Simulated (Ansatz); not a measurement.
Consider the atomization: `NB(O)O` → B• + 4 H• + N• + 2 O•.

Calculated with Ansatz (gas phase, PBE0-D4/def2-TZVP geometries, no zero-point term in ΔE). CCSD(T)/CBS is frozen-core, at the limit of the def2 triple- and quadruple-zeta sets. DFT in def2-TZVPP. B3LYP here is the variant with VWN-RPA as its local correlation; programs differ in this. No spin–orbit coupling; open shells (•) take unrestricted orbitals. Spin–orbit coupling would lower the free atoms: a little for B, O. One conformer a species, not always the lowest.

(1) What is ΔE at CCSD(T)/CBS? (An estimate is asked.)

(2) What do these levels give: PBE0-D4, BHLYP-D4, PBE0, B3LYP, r2SCAN0, MP2/def2-TZVPP, CCSD/def2-QZVPP, HF/CBS(def2), MP2/CBS(def2), CCSD/CBS(def2), HF/cc-pV(T+d)Z, HF/CBS(cc)? (Estimate.)

Largest T1 diagnostic among the species: 0.014.

Answers

(1) Computed: +3307.3 kJ/mol.

(2) Ansatz gave: PBE0-D4 3298.1, BHLYP-D4 3184.4, PBE0 3289.9, B3LYP 3296.9, r2SCAN0 3237.2, MP2/def2-TZVPP 3303.3, CCSD/def2-QZVPP 3213.1, HF/CBS(def2) 2344.1, MP2/CBS(def2) 3402.6, CCSD/CBS(def2) 3248.7, HF/cc-pV(T+d)Z 2334.2, HF/CBS(cc) 2345.0 kJ/mol.

From PBE to PBE0 (25 % exact exchange), in def2-TZVPP and without D4, ΔE moves by −86.7 kJ/mol: exact exchange takes away binding that semilocal exchange gives to molecules. At CCSD(T), def2-SVP lies −201.2 kJ/mol from the extrapolated value and def2-TZVPP −96.4 kJ/mol: correlation converges slowly with the basis, and small sets miss more of it in the bonded molecule than in its fragments.
